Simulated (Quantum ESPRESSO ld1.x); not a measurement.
Results of a calculation; reference values are marked as such.
Problem. The sulfur ion S3+, configuration [Ne] 3s2 3p1. Code: ld1.x of Quantum ESPRESSO 7.5. Model: scalar-relativistic Kohn-Sham, LDA (Slater exchange, VWN5 correlation), spin-polarised, spherical densities, point nucleus; open shells are filled with parallel spins first. Some entries of the table are withheld. Estimate them.

orbital,occ.,eigenvalue (Ry),r(max) (bohr)
1s up,1,-179.3713,0.064
1s down,1,-179.3549,0.064
2s up,1,(1),0.390
2s down,1,(2),0.390
2p up,3,(3),0.325
2p down,3,(4),0.325
3s up,1,-3.8903,1.34
3s down,1,-3.7831,1.34
3p up,1,-3.0159,(5)
3p down,0,-2.9131,(6)

Solution. 
(1) 2s up eigenvalue (Ry): -18.5598
(2) 2s down eigenvalue (Ry): -18.5411
(3) 2p up eigenvalue (Ry): -14.5848
(4) 2p down eigenvalue (Ry): -14.5617
(5) 3p up r(max) (bohr): 1.44
(6) 3p down r(max) (bohr): 1.44
